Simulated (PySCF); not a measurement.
# Strontium: a sound run and one with changed settings

Sound run: Sr [Kr] 5s2, Sr⁺ [Kr] 5s1. Computed with PySCF 2.14 in aug-cc-pVDZ-X2C (7s6p4d, 45 functions), with the spin-free X2C one-electron Hamiltonian (Gaussian nucleus). In the sound run the correlated levels freeze [Kr]. The sound run starts from symmetry-adapted Hartree-Fock orbitals and uses a fine grid where one is needed.

Changed run: the non-relativistic Hamiltonian (point nucleus). This setting is unsound on purpose.

```
species   method  sound run (hartree)  changed run (hartree)  converged
     Sr      UHF          -3177.34487            -3103.07850        yes
     Sr      LDA          -3175.09503            -3100.83055        yes
     Sr     BP86          -3179.64640            -3105.38114        yes
     Sr      MP2          -3177.36094            -3103.09466        yes
     Sr  CCSD(T)          -3177.37004            -3103.10419        yes
    Sr⁺      UHF          -3177.17025            -3102.90934        yes
    Sr⁺      LDA          -3174.87809            -3100.62095        yes
    Sr⁺     BP86          -3179.43104            -3105.17273        yes
```

Ionisation energy of Sr:

```tsv
method	sound run (eV)	changed run (eV)
UHF	4.752	4.603
LDA	5.903	5.703
BP86	5.860	5.671
MP2	5.189	5.043
SCS-MP2	5.276	5.131
CCSD	5.437	5.302
CCSD(T)	5.437	5.302
CCSDT	5.437	5.302
FCI	5.437	5.302
```

Most of the change in total energy is the relativistic energy itself. On top of that the contraction fixes the core shape for the Hamiltonian it was made with, so the changed run is not a good calculation with the other Hamiltonian either.

For comparison, NIST gives 5.695 eV between the lowest levels.
